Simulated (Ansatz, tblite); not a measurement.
Removing and adding an electron: (H3Sn)2NH (Sn₂NH₇). The state is a singlet with charge 0. Geometry: r2SCAN-D4/def2-SVP. Ansatz, gas phase; energy differences of separate SCF runs; the oxidised species was run as a doublet alone; the reduced species was run as a doublet alone.

```csv
atom,x (Å),y (Å),z (Å)
Sn1,-1.527,-0.239,-0.965
H2,-2.027,1.370,-1.332
H3,-0.600,-0.874,-2.256
H4,-2.901,-1.205,-0.621
N5,-0.309,-0.336,0.677
Sn6,1.650,0.255,0.734
H7,1.827,1.963,0.888
H8,2.380,-0.519,2.079
H9,2.314,-0.278,-0.751
H10,-0.807,-0.137,1.547
```

In the def2 sets Sn takes a core potential; there is no spin–orbit coupling. The xTB rows come from tblite.

```
               level  −HOMO (eV)  vertical IE (eV)  −LUMO (eV)  vertical EA (eV)  HOMO–LUMO gap (eV)  IE − EA (eV)                       remarks
    PBE-D4/def2-TZVP        5.55              8.50        1.52                 –                4.03             –                             –
 r2SCAN-D4/def2-TZVP        5.82              8.50        1.18                 –                4.63             –                             –
r2SCAN-D4/def2-TZVPD        5.85                 –        1.22             -0.41                4.62             –  HOMO above zero (-1 doublet)
   PBE0-D4/def2-TZVP        6.86              8.60        0.73                 –                6.13             –                             –
```

(1) Estimate the rows for GFN1-xTB, GFN2-xTB, PBE-D4/def2-TZVPD, PBE0-D4/def2-TZVPD.

Answers

(1) 
```csv
level,−HOMO (eV),vertical IE (eV),−LUMO (eV),vertical EA (eV),HOMO–LUMO gap (eV),IE − EA (eV),remarks
GFN1-xTB,10.39,13.68,5.61,3.00,4.78,10.69,–
GFN2-xTB,10.33,13.58,6.18,3.85,4.15,9.74,–
PBE-D4/def2-TZVPD,5.59,–,1.58,-0.25,4.02,–,HOMO above zero (-1 doublet)
PBE0-D4/def2-TZVPD,6.89,–,0.80,-0.43,6.09,–,HOMO above zero (-1 doublet)
```

   A HOMO above zero means that the electron is unbound at that level or that self-interaction error raises the level; the energy of removing that electron tells which. Raw xTB energy differences between charge states are shifted by several eV; the methods need an empirical correction for them. A negative affinity means that the extra electron isn't bound; its size then hangs on the basis.
